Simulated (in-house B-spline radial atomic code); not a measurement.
**Ionising Zn8+ with different functionals**

Computed with a B-spline radial code for spherical atoms: scalar-relativistic (spin-free X2C) Hamiltonian, Fermi nucleus of rms radius 3.9283 fm, spin-polarised at highest spin, spherical fractional occupations for the functionals, and exact exchange of hybrids averaged over the configuration. The ionisation energy is the difference of two self-consistent energies, [Ar] 3d4 → [Ar] 3d3, without Breit or QED terms; ε is the level of the shell that loses the electron (its least bound occupied spin orbital).

```tsv
method	rung	ΔSCF (eV)	-ε(3d) (eV)
PBE0	global hybrid	205.37	193.78
B3LYP	global hybrid	205.41	192.89
TPSSh	global hybrid	205.18	190.89
BHandHLYP	global hybrid	205.37	198.32
r2SCAN0	global hybrid	205.95	194.50
B97-1	global hybrid	?	?
HSE06	range-separated hybrid	?	?
wB97X	range-separated hybrid	204.94	195.44
CAM-B3LYP	range-separated hybrid	205.35	194.90
LC-wPBE	range-separated hybrid	205.18	194.89
```

Q: What does HSE06 give?

A: ΔSCF 205.27 eV, and -ε(3d) = 193.26 eV.

Q: What does B97-1 give?

A: ΔSCF 205.30 eV, and -ε(3d) = 192.97 eV.

Q: Among the functionals, which spreads more, the ΔSCF values or the orbital energies?

A: The orbital energies: ΔSCF values span about 1.01 eV and the orbital energies 7.44 eV; here energy differences depend much less on the functional than eigenvalues do.

Q: How do they compare with the NIST value?

A: NIST lists 203 eV ± 2 (semi-empirical, ground level to ground level). Errors run from +1.94 to +2.95 eV; all lie within about twice that uncertainty, so the table can't rank the methods.
